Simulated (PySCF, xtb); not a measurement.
H₆NSi₂, SMILES [SiH3]N[SiH2] (connectivity only; charge and spin as stated), charge +1, multiplicity 1.

Harmonic wavenumbers (cm⁻¹) from GFN2-xTB (xtb) at its own minimum, in rising order: 57, 154, 193, 423, 510, 516, 563, 594, 623, 708, 722, 733, 769, 1061, 1162, 2313, 2322, 2325, 2411, 2423, 3344.

Question: What does PBE0-D3(BJ)/def2-SVP (PySCF) give at its own minimum? (Estimate from the structure and the level; the computed values follow.)

Answer: 129, 200, 278, 554, 616, 652, 671, 759, 784, 910, 921, 928, 933, 1049, 1225, 2281, 2308, 2314, 2319, 2376, 3541. Paired by order, the mean absolute difference is 106 cm⁻¹ and the zero-point energies are 34.2 and 36.8 kcal/mol.
